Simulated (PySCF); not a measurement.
C2H3F5OSi.
SMILES with atom numbers: `[OH:1][SiH2:2][C:3]([F:4])([F:5])[C:6]([F:7])([F:8])[F:9]` (hydrogens: H10 on O1; H11, H12 on Si2)

Computed, not measured: PySCF 2.14.0, density-fitted response routines, TDDFT B3LYP/def2-SVPD, vertical, gas phase, core orbitals frozen in the response. Geometry: GFN2-xTB, one conformer, isolated molecule. Torsions of this conformer, `[OH:1][SiH2:2][C:3]([F:4])([F:5])[C:6]([F:7])([F:8])[F:9]`: O1–Si2–C3–F4 -162°, Si2–C3–C6–F7 64°, H–O1–Si2–C3 -45°.

Question: What does the calculation give for the low-lying excited states?

Answer: 

```
state  E (eV)  λ (nm)       f  main configurations (H = HOMO, L = LUMO)
   S1    7.01   177.0  0.0016                                 H→L (98%)
   S2    7.66   161.8  0.0048                               H-1→L (98%)
   S3    8.06   153.8   0.039                               H→L+1 (89%)
   S4    8.32   149.0  0.0076                   H→L+2 (76%), H→L+1 (8%)
   S5    8.53   145.3  0.0030     H→L+3 (68%), H→L+4 (13%), H→L+2 (11%)
   S6    8.71   142.4   0.010                             H-1→L+1 (91%)
   S7    8.80   140.9   0.114                  H→L+4 (71%), H→L+3 (22%)
   S8    8.99   137.9   0.046                               H-2→L (88%)
```

Triplets, Tamm–Dancoff:

```tsv
state	E (eV)	λ (nm)	main configurations (H = HOMO, L = LUMO)
T1	6.63	187.1	H→L (94%)
T2	7.28	170.4	H-1→L (94%)
T3	7.56	164.0	H→L+1 (59%), H→L+2 (28%)
```

The lowest singlet lies at 7.01 eV (177 nm, vacuum ultraviolet) and is very weak; its leading configuration is HOMO→LUMO (98%). The most intense listed level is S7 at 8.80 eV (141 nm, f = 0.114), 1.80 eV above S1. Löwdin shares by element: HOMO carbon 22% or more, oxygen 19%, silicon 16%, fluorine 13% or more (atoms not listed hold the other 30%); LUMO silicon 28%, oxygen 19%, hydrogen 18% or more (atoms not listed hold the other 36%). Of the 8 states listed, 3 reach f = 0.01 and none stays under 0.0005. The listed states span 1.99 eV, and the widest gap between neighbours is 0.66 eV (S1 to S2). Orbital energies (eV): HOMO-3 -11.42, HOMO-2 -10.90, HOMO-1 -9.63, HOMO -8.92, LUMO -0.80, LUMO+1 0.12, LUMO+2 0.52. Singlets were solved by full linear response, triplets in the Tamm–Dancoff approximation.

Time: 99 s of wall time (with the writing of density and orbital grids); peak memory 0.89 GiB. Hardware: Arm Neoverse N1, one thread, on a shared host.
